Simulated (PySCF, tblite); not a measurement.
Bond stretch in SiH (cation, charge +1), singlet.

Methods: GFN2-xTB, 300 K electronic temperature (tblite); UCCSD(T) = CCSD(T) on UHF/6-31G, 5 core orbitals frozen in PySCF 2.14.0.

Energies relative to the lowest point of each curve near equilibrium, in kJ/mol; the last columns give the difference from UCCSD(T):

| R / Å | GFN2-xTB | UCCSD(T) | GFN2-xTB − UCCSD(T) |
|---|---|---|---|
| 1.13 | 293.7 | 255.0 | 38.8 |
| 1.22 | 124.7 | 137.6 | -12.9 |
| 1.28 | 63.9 | 85.1 | -21.2 |
| 1.37 | 17.3 | 34.7 | -17.4 |
| 1.44 | 3.0 | 12.9 | -10.0 |
| 1.48 | 0.1 | 5.7 | -5.6 |
| 1.52 | 0.0 | 1.6 | -1.6 |
| 1.56 | 2.0 | 0.0 | 2.0 |
| 1.61 | 6.6 | 1.0 | 5.6 |
| 1.68 | 16.1 | 6.8 | 9.2 |
| 1.75 | 27.8 | 16.3 | 11.5 |
| 1.87 | 51.1 | 38.0 | 13.1 |
| 2.07 | 94.3 | 80.0 | 14.4 |
| 2.26 | 136.5 | 119.0 | 17.6 |
| 2.48 | 183.7 | 157.6 | 26.1 |
| 2.75 | 235.5 | 192.7 | 42.7 |
| 3.03 | 279.1 | 216.1 | 63.0 |
| 3.37 | 316.5 | 231.7 | 84.8 |
| 3.73 | — | 241.2 | — |
| 4.12 | — | 242.1 | — |
| 4.51 | — | 242.6 | — |
| 5.34 | — | 243.0 | — |
| 6.14 | — | 243.1 | — |

GFN2-xTB is furthest from UCCSD(T) at 3.37 (84.8 kJ/mol, above); its mean absolute difference over the points is 22.1 kJ/mol.

Dashes: no converged value, or the column stops at the first point that the program doubted or that broke a chosen test of continuity, which isn't proof of a fault.

The unrestricted determinant behind UCCSD(T) is spin-contaminated at 1.13 to 1.28, 2.07 to 6.14 Å (<S²> up to 1.0, against 0.00 for a pure singlet).
